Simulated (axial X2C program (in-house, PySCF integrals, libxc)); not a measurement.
## Potential curves of LiBe⁻, 2c

Calculated with an in-house relativistic program for diatomic molecules. Two-component (2c) means X2C with spin–orbit coupling and atomic mean-field two-electron Coulomb and Gaunt terms. Basis: Be dyall-av3z [9s9p4d2f], Li dyall-av3z [9s9p3d] (cores contracted in-house); Gaussian nuclei, density fitting, unrestricted open shells. Masses: Be 9.012 u, Li 7.016 u.

State: Ω = 0 (closed shell). Energies in kJ/mol from the fragments at the same level (Be + Li-). Fits are polynomials in 1 − R0/R over 0.85 to 1.23 times the lowest point R0.

```json
{"R (Å)": "2.5447", "PBE0": "-39.84", "CCSD(T)": ""}
{"R (Å)": "2.6618", "PBE0": "-43.89", "CCSD(T)": "-30.66"}
{"R (Å)": "2.7495", "PBE0": "-45.59", "CCSD(T)": "-32.06"}
{"R (Å)": "2.8372", "PBE0": "-46.45", "CCSD(T)": "-32.66"}
{"R (Å)": "2.9250", "PBE0": "-46.67", "CCSD(T)": "-32.66"}
{"R (Å)": "3.0274", "PBE0": "-46.30", "CCSD(T)": "-32.10"}
{"R (Å)": "3.1298", "PBE0": "-45.46", "CCSD(T)": "-31.12"}
{"R (Å)": "3.2614", "PBE0": "-43.91", "CCSD(T)": "-29.48"}
{"R (Å)": "3.4222", "PBE0": "-41.59", "CCSD(T)": ""}
{"R (Å)": "3.6562", "PBE0": "-37.85", "CCSD(T)": ""}
```

Correlated methods: 4 electrons correlated (number of frozen shells: Be 1 s; Li 1 s), 200 virtual spin orbitals or spinors in MP2, 88 natural virtuals in coupled cluster.

Occupations by symmetry block were frozen at the best pattern of an incomplete PBE0 search. Dissociation energies refer to the lowest single-determinant-based atoms at the same level and basis. Coupled cluster ran in a truncated set of natural virtual spinors; the MP2 energy of the rest was added. (T) has no such correction and the atoms are truncated less, which lowers De at CCSD(T) by a hundredth of an eV or more. PBE0 can misorder states that lie within some tenths of an eV, so this need not be the ground state of the molecule. The nearest other 2c determinant of the search, Ω = 1, lies 0.14 eV up at the distance of the search. The highest occupied level of some functionals is positive through self-interaction error; at Hartree–Fock it is bound. The T1 diagnostic is large, a sign of multireference character. Coupled cluster ran on the points near the minimum only. MP2 and coupled cluster on one determinant become unreliable at the stretched end.

Q: Fit the PBE0 curve near its minimum: give the equilibrium distance, the harmonic wavenumber and the well depth.

A: At PBE0, 2c: Re = 2.915 Å, ωe ≈ 217 cm⁻¹, De = 0.48 eV to Be + Li-; Be follows as 0.503 cm⁻¹.

Q: What are Re, ωe and De at the CCSD(T) level?

A: At CCSD(T), 2c: Re = 2.880 Å, ωe ≈ 220 cm⁻¹, De = 0.34 eV to Be + Li-; Be follows as 0.515 cm⁻¹.
